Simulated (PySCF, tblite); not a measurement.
Isomers of C4H4F3 (doublet state). All values are computed: GFN2-xTB (tblite) harmonic vibrations without scaling, gas phase. This tight-binding method is rough: wavenumbers can miss measured ones by several per cent, in bad cases by 10 to 20. One conformer each. Open shells enter through the occupations alone, without spin polarisation, and single modes of such species can be off by tens of per cent.

Electronic energies: B3LYP/pcH-1 single points on the GFN2-xTB geometries (PySCF, gas phase).

```
            SMILES  electronic energy, lowest = 0 (kJ/mol)
   C[CH]C(F)=C(F)F                                    64.3
[CH2]C(=C)C(F)(F)F                                     0.0
  [CH2]CC(F)=C(F)F                                   151.0
    C=[C]CC(F)(F)F                                    88.2
```

Q: How do GFN2-xTB zero-point energies change the relative energies?

A: 
```csv
SMILES,ZPE (kJ/mol),of it from modes above 1550 cm⁻¹,electronic (kJ/mol),"with ZPE, lowest = 0 (kJ/mol)",lowest mode (cm⁻¹),rings
[CH2]C(=C)C(F)(F)F,180.2,75.5,0.0,0.0,2i,0
C[CH]C(F)=C(F)F,182.6,72.6,64.3,66.7,100,0
C=[C]CC(F)(F)F,178.6,81.8,88.2,86.7,49,0
[CH2]CC(F)=C(F)F,179.2,84.1,151.0,150.0,60,0
```

The zero-point energies span 4.0 kJ/mol, from `C=[C]CC(F)(F)F` to `C[CH]C(F)=C(F)F`. Slightly imaginary modes are left out of the zero-point energy: `[CH2]C(=C)C(F)(F)F` 2.3i cm⁻¹. The order is unchanged.

Q: And how do the electronic energies of GFN2-xTB itself compare?

A: `[CH2]C(=C)C(F)(F)F` 0.0; `C[CH]C(F)=C(F)F` 3.0; `C=[C]CC(F)(F)F` 80.7; `[CH2]CC(F)=C(F)F` 105.5 kJ/mol, lowest = 0. Against the energies above, taken from the same isomer `[CH2]C(=C)C(F)(F)F`, the largest difference is 61.3 kJ/mol.

Q: What do entropy and thermal enthalpy add at 298.15 K and 1 bar (rigid rotor, harmonic oscillator, one conformer each)?

A: 
```csv
SMILES,point group,symmetry number,S (J/(mol K)),H − H(0) (kJ/mol),ZPE + H − H(0) − TS (kJ/mol)
C[CH]C(F)=C(F)F,Cs,1,369.1,23.12,95.6
C=[C]CC(F)(F)F,Cs,1,366.4,22.38,91.8
[CH2]CC(F)=C(F)F,C1,1,374.2,23.60,91.2
```

S holds R ln(2S + 1) for the spin.

Not tabulated: `[CH2]C(=C)C(F)(F)F` (lowest mode only 2i cm⁻¹).
